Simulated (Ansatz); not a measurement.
Geometry optimisation, Ansatz, RHF/def2-SVP.

Input:

```yaml
crystal:
  periodic: [false, false, false]
  atoms:
    - { symbol: O, position_ang: [-0.2084, 1.6807, -1.906] }
    - { symbol: C, position_ang: [0.8214, 0.9952, -1.4094] }
    - { symbol: Al, position_ang: [0.1794, -0.2448, 0.0164] }
    - { symbol: B, position_ang: [0.32466, -1.41275, 1.75067] }
    - { symbol: C, position_ang: [-0.94406, -1.49263, 0.81172] }
    - { symbol: H, position_ang: [-0.4693, 2.4391, -1.2456] }
    - { symbol: H, position_ang: [1.6345, 1.6839, -1.007] }
    - { symbol: H, position_ang: [1.3071, 0.4081, -2.2309] }
    - { symbol: H, position_ang: [0.92876, -1.92486, 2.64993] }
    - { symbol: H, position_ang: [-1.88413, -1.12984, 1.34004] }
    - { symbol: H, position_ang: [-1.08458, -2.47537, 0.26228] }
basis:
  gaussian: { orbitals: def2-SVP }
hamiltonian:
  xc: hf
relax:
  f_tol: 0.015
  max_steps: 40
```

Launched with:

```bash
$ ansatz run input.yaml --threads 1 --pin off --max-ram 2048MiB --backend cpu --events-out ev --progress --plain --runs-dir out
```

Q: Where does it end, and by what steps?

A: The forces met the threshold. The force dipped under the threshold on the way, but the program's further checks kept it going. After 31 steps the energy has fallen by 1.490 eV; H10 moved furthest, 1.78 Å.

| step | energy less start (eV) | largest force component (eV/Å) | accepted |
| --- | --- | --- | --- |
| 0 | 0.0000 | 5.326 | yes |
| 2 | -0.8672 | 0.326 | yes |
| 4 | -0.8911 | 0.326 | yes |
| 6 | -0.9812 | 0.978 | yes |
| 8 | -1.2294 | 1.303 | yes |
| 10 | -1.3764 | 0.822 | yes |
| 12 | -1.3791 | 0.793 | no |
| 14 | -1.4580 | 0.125 | yes |
| 16 | -1.4676 | 0.464 | no |
| 18 | -1.4813 | 0.072 | yes |
| 20 | -1.4855 | 0.072 | yes |
| 22 | -1.4870 | 0.087 | yes |
| 24 | -1.4883 | 0.135 | yes |
| 26 | -1.4894 | 0.040 | yes |
| 28 | -1.4896 | 0.018 | yes |
| 30 | -1.4897 | 0.008 | yes |
| 31 | -1.4897 | 0.008 | yes |

```xyz
11
Properties=species:S:1:pos:R:3
O -0.436 1.249 -1.754
C 0.851 1.080 -1.195
Al 0.904 -0.308 0.239
B 0.436 -1.712 1.528
C -0.814 -1.384 0.813
H -0.980 1.753 -1.171
H 1.274 2.038 -0.868
H 1.503 0.752 -2.010
H 0.610 -2.376 2.500
H -0.938 -0.820 -0.134
H -1.804 -1.744 1.085
```

Time of the run: 33 s on 1 thread of AMD EPYC 9R45 96-Core Processor (Zen 5), on a shared host, peak memory 0.21 GiB.
